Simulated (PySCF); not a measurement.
# Frontier levels across methods

C₃H₃ClN₂Si.
Cartesian coordinates in Å at the PBE0-D3(BJ)/def2-SVP level; atoms count from 1:
```
atom  x, y, z in Å
N1     0.6081    2.8567   -0.8083
C2     0.5580    1.7101   -0.6464
Si3    0.4610   -0.1166   -0.3796
C4     1.6956   -0.5372    0.9375
N5     2.4347   -0.8388    1.7785
C6    -1.2593   -0.5489    0.2296
Cl7   -2.4032   -0.1299   -1.0759
H8     0.8203   -0.8211   -1.6308
H9    -1.5240    0.0218    1.1315
H10   -1.3492   -1.6215    0.4557
```

Basis pcSseg-1 throughout (PySCF), one geometry. Isolated species at its PBE0-D3(BJ)/def2-SVP geometry (one conformer only).

How do the orbital energies, the gap and the dipole change with the method?

```json
{"method": "KT2", "kind": "GGA", "HOMO (eV)": "-7.90", "LUMO (eV)": "-2.82", "gap (eV)": "5.08", "μ (D)": "3.30", "SCF cycles": "17"}
{"method": "LDA", "kind": "LDA", "HOMO (eV)": "-7.95", "LUMO (eV)": "-3.00", "gap (eV)": "4.95", "μ (D)": "3.45", "SCF cycles": "15"}
{"method": "B97-2", "kind": "global hybrid", "HOMO (eV)": "-8.93", "LUMO (eV)": "-1.86", "gap (eV)": "7.07", "μ (D)": "3.36", "SCF cycles": "15"}
{"method": "mPW1PW91", "kind": "global hybrid", "HOMO (eV)": "-9.23", "LUMO (eV)": "-1.84", "gap (eV)": "7.38", "μ (D)": "3.38", "SCF cycles": "14"}
{"method": "BHandHLYP", "kind": "global hybrid", "HOMO (eV)": "-10.44", "LUMO (eV)": "-0.80", "gap (eV)": "9.64", "μ (D)": "3.43", "SCF cycles": "14"}
{"method": "CAM-B3LYP", "kind": "range-separated hybrid", "HOMO (eV)": "-10.55", "LUMO (eV)": "-0.68", "gap (eV)": "9.86", "μ (D)": "3.39", "SCF cycles": "13"}
{"method": "LC-wPBE", "kind": "range-separated hybrid", "HOMO (eV)": "-11.98", "LUMO (eV)": "0.46", "gap (eV)": "12.44", "μ (D)": "3.37", "SCF cycles": "14"}
```

The HOMO spans 4.08 eV, from KT2 down to LC-wPBE, and the gap runs from 4.95 eV (LDA) to 12.44 eV (LC-wPBE). Over the methods KT2 (0 %), LDA (0 %), B97-2 (21 %), mPW1PW91 (25 %), BHandHLYP (50 %), a straight line through the gap against the share of exact exchange rises by 0.93 eV for each 10 % (correlation coefficient 0.999). The dipole ranges from 3.30 D (KT2) to 3.45 D (LDA). This basis has no diffuse functions.
